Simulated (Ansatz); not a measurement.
## Match the barriers

Saddle point of AlAsH$_{6}$O, closed shell (AlH₃O ([OH][AlH2]) + AsH₃ → AlAsH₄ ([AlH2][AsH2]) + H₂O (still joined by a long Al–O bond); bonds formed: O2–H5; dative contacts that become bonds: Al1–As6; bonds broken: H5–As6; bonds weakened to dative contacts: Al1–O2), PBE0-D4/def2-TZVP structure:

Al1  (-1.012, -0.682, 0.337)
O2  (-1.010, 1.118, 0.021)
H3  (-1.526, -1.527, -0.901)
H4  (-1.213, -1.049, 1.858)
H5  (0.243, 0.712, -0.091)
As6  (1.585, -0.545, 0.023)
H7  (-1.342, 1.453, -0.818)
H8  (2.265, 0.495, 0.884)
H9  (2.010, 0.025, -1.313)
(Å)

Program: Ansatz 0.2.0. Basis: def2-TZVPP, with def2-QZVPP for the basis limit. Cores are frozen in the correlated methods. Filled d shells of the heavier atoms are correlated. The def2 sets are not built for correlating such inner shells, so the correlated values are less sure here. Extrapolation: Hartree–Fock as exp(−7.88 √X), correlation as X^−2.97. Four methods, as single points on the PBE0-D4 structures, gave these electronic barriers from the start structure: 62.5, 99.4, 110.4, 174.1 kJ/mol.

**Question.** The methods were, in alphabetical order, HF, MP2, PBE0-D4, SPW92. Which gave which? (Judge from chemistry; the calculation decides.)

**Answer.** By the calculation: SPW92 62.5; PBE0-D4 99.4; MP2 110.4; HF 174.1 kJ/mol. For comparison, CCSD(T) at an estimated basis limit (MP2 extrapolated from triple and quadruple zeta, plus CCSD(T) − MP2 in triple zeta) gives 113.0 kJ/mol.

The T1 diagnostic stays at or below 0.012.

Labels in which every atom is bracketed show which atoms are joined, not bond orders.

For scale, one of the runs: CCSD(T)/def2-TZVPP, 205 basis functions, launched by `ansatz run in.yaml --threads 4 --pin off --events-out ev --progress --plain --max-ram 9574MiB`. Time: 59 s of wall clock on 4 CPU threads of an Arm Neoverse V2; the host was shared. Peak host memory: 2.6 GiB.
